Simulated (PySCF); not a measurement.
**Finite-field polarisability of Pb (lead, neutral)**

[Xe] 4f14 5d10 6s2 6p2, high-spin 3P determinant. All numbers are calculated (PySCF 2.14, a scalar-relativistic core potential, in def2-QZVPPD with the def2 core potential (60 electrons)). Frozen: 5s2 5p6 5d10. Energy changes in a uniform field (μhartree):

| axis | F (au) | HF | MP2 | CCSD | CCSD(T) |
| --- | --- | --- | --- | --- | --- |
| x | 0.0021 | -103.926 | -103.565 | -103.622 | -103.744 |
| x | 0.0042 | -415.847 | -414.395 | -414.624 | -415.114 |
| y | 0.0017 | -102.133 | -100.999 | -101.171 | -101.254 |
| y | 0.0034 | -409.093 | -404.517 | -405.207 | -405.539 |

By symmetry the remaining axis equals y.

Question: Derive α along x at CCSD(T) from the two fields.

Answer: With ΔE = −αF²/2 − γF⁴/24, α = −(16 ΔE(F) − ΔE(2F))/(6F²) = 47.04 bohr³.

Question: And the mean polarisability at each level?

Answer: The components xx, yy, zz at CCSD(T) are 47.04, 70.04, 70.04, the third axis being equal by symmetry to one of the two computed. Means: HF 62.81, MP2 62.23, CCSD 62.32, CCSD(T) 62.38 bohr³. Reference: 47 ± 3 bohr³ (recommended; Schwerdtfeger and Nagle, table of static dipole polarizabilities (2023 update)).

CCSD(T) lies more than 5 % above the reference; correlation of the frozen inner shells, absent here, would lower it, and spin-orbit coupling is absent too.

Spin-orbit coupling is strong in this species (close to jj coupling), so the high-spin LS determinant is a model state, not a physical level.
